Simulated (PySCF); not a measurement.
Compound: C5H6N2S (charge -1 and doublet state).
SMILES with atom numbers: `[CH3:1][C:2]([S-:3])[C:4]1=[N:5][CH2:6][CH:7]=[N:8]1` (hydrogens: H9, H10, H11 on C1; H12, H13 on C6; H14 on C7)

Structure used (GFN2-xTB), in Å, numbered top down from 1:
```xyz
14
C5H6N2S angstrom
C     -2.342    0.172   -0.237
C     -1.293   -0.084    0.806
S     -1.769   -0.351    2.396
C      0.041   -0.077    0.382
N      0.401    0.133   -0.883
C      1.834    0.062   -0.898
C      2.166   -0.219    0.547
N      1.111   -0.294    1.262
H     -2.266    1.200   -0.600
H     -2.183   -0.483   -1.094
H     -3.336    0.010    0.177
H      2.281    1.007   -1.253
H      2.194   -0.734   -1.572
H      3.161   -0.343    0.945
```

The hyperfine couplings belong to this conformer and change with its torsions.

The calculation used UKS B3LYP, pcH-1 on C H N S, non-relativistic, mean-field spin-orbit, GIAO (PySCF). GFN2-xTB frequencies show an imaginary mode (30i cm⁻¹), so this geometry is no minimum at that level. Whether the extra electron is bound in the gas phase wasn't checked; a finite basis holds it in any case. Couplings are sensitive to structure, and on GFN2-xTB geometries they can be far from those on DFT ones, by a factor of two or more for some ions and for spin on atoms past the first row. No stability test was run, so a lower SCF solution isn't excluded.

Principal values of hyperfine tensors in MHz (contact, dipolar and spin–orbit terms together), for some of the nuclei:

| atom | isotope | A1 | A2 | A3 |
| --- | --- | --- | --- | --- |
| H12 | 1H | 83.71 | 84.04 | 90.20 |
| H13 | 1H | 82.60 | 82.95 | 89.04 |
| C6 | 13C | -22.30 | -21.88 | -18.72 |
| H9 | 1H | 16.48 | 18.44 | 23.16 |
| C4 | 13C | -22.46 | -18.59 | -9.93 |
| C2 | 13C | -5.52 | -4.20 | 60.61 |
| N5 | 14N | -3.08 | -2.34 | 48.61 |
| C1 | 13C | -11.28 | -10.76 | -9.57 |

(1) Split each tensor into its isotropic and traceless parts, and turn a_iso into mT with g = 2.0108.

(2) What spin density at the nucleus of C2 lies behind its contact coupling (g_N = 1.40482)?

(3) H10 (1H, g_N = 5.58569) isn't in the table. Its spin density at the nucleus is 0.003202 bohr⁻³. What is its contact coupling?

(4) Name the largest traceless tensor T of the table and describe it.

(5) In a single crystal, with the field along each principal axis of the tensor of C6 in turn, what first-order splitting does this nucleus give (isotropic g, quadrupole terms neglected)?

Results:

(1) a_iso = (A1 + A2 + A3)/3, Ti = Ai − a_iso; 1 mT corresponds to 28.144 MHz. The tensors hold a spin–orbit part: the run splits a_iso into a_FC + a_SO, and T includes its anisotropic share.

```json
{"atom": "H12", "a_iso (MHz)": "85.98", "a_FC": "85.98", "a_SO": "0.00", "a_iso (mT)": "3.055", "T1": "-2.27", "T2": "-1.94", "T3": "4.21"}
{"atom": "H13", "a_iso (MHz)": "84.86", "a_FC": "84.86", "a_SO": "0.00", "a_iso (mT)": "3.015", "T1": "-2.26", "T2": "-1.91", "T3": "4.18"}
{"atom": "C6", "a_iso (MHz)": "-20.97", "a_FC": "-20.98", "a_SO": "0.01", "a_iso (mT)": "-0.745", "T1": "-1.33", "T2": "-0.91", "T3": "2.25"}
{"atom": "H9", "a_iso (MHz)": "19.36", "a_FC": "19.35", "a_SO": "0.01", "a_iso (mT)": "0.688", "T1": "-2.88", "T2": "-0.92", "T3": "3.80"}
{"atom": "C4", "a_iso (MHz)": "-17.00", "a_FC": "-16.93", "a_SO": "-0.07", "a_iso (mT)": "-0.604", "T1": "-5.47", "T2": "-1.60", "T3": "7.07"}
{"atom": "C2", "a_iso (MHz)": "16.96", "a_FC": "16.61", "a_SO": "0.35", "a_iso (mT)": "0.603", "T1": "-22.48", "T2": "-21.16", "T3": "43.64"}
{"atom": "N5", "a_iso (MHz)": "14.40", "a_FC": "14.46", "a_SO": "-0.06", "a_iso (mT)": "0.512", "T1": "-17.48", "T2": "-16.74", "T3": "34.21"}
{"atom": "C1", "a_iso (MHz)": "-10.54", "a_FC": "-10.55", "a_SO": "0.01", "a_iso (mT)": "-0.374", "T1": "-0.74", "T2": "-0.22", "T3": "0.97"}
```

(2) a_FC = (2μ0/3) gₑ μB g_N μN ρ(0)/(2S·h) = 800.24 MHz × g_N × ρ(0)/(2S), with ρ in bohr⁻³. With a_FC = 16.61 MHz and 2S = 1, ρ(0) = 0.01477 bohr⁻³.

(3) By the same relation, a_FC = 14.31 MHz. Its full tensor has the principal values 11.31, 13.44, 18.22 MHz.

(4) C2: -22.5, -21.2, 43.6 MHz (the dipolar term alone has -22.9, -21.1, 44.0), nearly axial, close to the ratio −1:−1:+2.

(5) 2 lines (I = 1/2), spaced by |A_i|/(g × 13.996): 0.79, 0.78, 0.67 mT along the axes of A1, A2 and A3.

The SMILES draws the unpaired electron on C2; the largest computed Mulliken spin population is on S3 (0.35 against 0.20).
